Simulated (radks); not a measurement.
Q: The mean radii <r> (bohr) of the occupied orbitals of an atom or ion are listed with their occupations. Calculated with a radial shooting solver on a logarithmic mesh with Libxc functionals: scalar-relativistic Kohn-Sham, LDA (Slater exchange, VWN5 correlation), spin-polarised, spherical densities, finite nucleus; Fermi nuclear charge, rms radius of each element as measured or else 0.836 A^(1/3) + 0.57 fm.

orbital  occ.      <r>
1s up       1  0.03711
1s down     1  0.03711
2s up       1   0.1626
2s down     1   0.1625
2p up       3   0.1416
2p down     3   0.1415
3s up       1   0.4461
3s down     1   0.4469
3p up       3   0.4449
3p down     3   0.4458
3d up       5   0.4207
3d down     3   0.4222

Name the element and its charge. Open shells, if any, are filled with parallel spins first.

A: Z = 40, zirconium, charge +14: Zr14+ in [Ar] 3d8. The 1s radius gives Z: for a bare nucleus <r> = (2 gamma + 1)/(2Z) with gamma = sqrt(1 - (Z/c)^2), 0.03641 bohr for Z = 40, and screening makes it slightly larger (0.03711 here). The occupations add up to 26, and the charge is Z minus that.
